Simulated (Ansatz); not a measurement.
Consider the ligand exchange at the Si–Se bond: `[SiH3]N[SiH2][SeH]` + HBr → `[SiH3]N[SiH2]Br` + H₂Se.

Isolated molecules relaxed with PBE0-D4/def2-TZVP in Ansatz; ΔE leaves out vibrations. CBS: MP2 limit from def2 TZ/QZ plus the TZ coupled-cluster correction, frozen cores. DFT in def2-TZVPP. B3LYP here is the variant with VWN-RPA as its local correlation; programs differ in this. For Br, Se outer-core shells are correlated without core-valence functions, which leaves a few kJ/mol of doubt a bond. Scalar relativity is left out up to krypton. One conformer a species, not always the lowest.

| level | ΔE (kJ/mol) | difference from CCSD(T)/CBS |
| --- | --- | --- |
| r2SCAN-D4 | -36.4 | 0.1 |
| PBE0-D4 | -34.3 | 2.2 |
| B3LYP-D4 | -36.1 | 0.4 |
| ωB97M-V | -38.5 | -2.0 |
| B2PLYP | -39.1 | -2.6 |
| r2SCAN | -37.1 | -0.6 |
| MP2/def2-TZVPP | -36.2 | 0.3 |
| SCS-MP2/def2-TZVPP | -37.8 | -1.3 |
| CCSD/def2-TZVPP | -37.3 | -0.8 |
| CCSD(T)/def2-TZVPP | -35.8 | 0.7 |
| HF/def2-QZVPP | -47.2 | -10.7 |
| MP2/def2-QZVPP | -36.6 | -0.1 |
| SCS-MP2/def2-QZVPP | -38.3 | -1.8 |
| HF/CBS(def2) | -47.2 | -10.7 |
| MP2/CBS(def2) | -36.8 | -0.3 |
| CCSD/CBS(def2) | -37.9 | -1.4 |
| CCSD(T)/CBS | -36.5 | 0 |

Largest T1 diagnostic among the species: 0.010.

The D4 term adds +3.9 kJ/mol with B3LYP and +2.2 kJ/mol with PBE0; it sums over pairs of atoms, weighted by their polarisabilities, and B3LYP, whose exchange is more repulsive, gets the larger term. In def2-TZVPP, CCSD(T) changes the Hartree–Fock value by +11.2 kJ/mol (the triples alone add +1.5 kJ/mol) and MP2 by +10.8 kJ/mol.
